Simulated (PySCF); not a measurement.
Pb: electron affinity

Pb⁻ [Xe] 4f14 5d10 6s2 6p3 (4S) → Pb [Xe] 4f14 5d10 6s2 6p2 (3P), as a difference of total energies. All numbers are calculated (PySCF 2.14, a scalar-relativistic core potential, in aug-cc-pVQZ-PP with one added diffuse shell each of s, p, d, f, g type with ECP60MDF (8s8p6d4f3g, 117 functions)). Correlated levels: valence: 5s2 5p6 5d10 frozen. The calculations carry no spin-orbit coupling.

```tsv
method	electron affinity (eV)	difference from reference (eV)
UHF	0.866	+0.509
LDA	1.483	+1.126
PBE	1.331	+0.974
PBE0	1.306	+0.949
r2SCAN	1.412	+1.055
B2PLYP	1.167	+0.810
BLYP	1.153	+0.796
TPSSh	1.254	+0.897
MP2 (valence)	1.235	+0.878
SCS-MP2 (valence)	1.096	+0.739
```

Reference: 0.357 eV (measured; photodetachment measurements, as compiled on the Wikipedia data page of electron affinities).

Spin-orbit coupling is strong in these open shells (close to jj coupling). The scalar numbers leave it out and a first-order estimate fails, so it can dominate the gap to the real levels.

Errors of the correlated levels include the incompleteness of this basis and the frozen core.

In the anion the highest occupied orbital energy is positive at LDA, PBE, PBE0, r2SCAN, BLYP, TPSSh, a self-interaction effect; the basis confines that electron, and the energy difference can still be sensible.
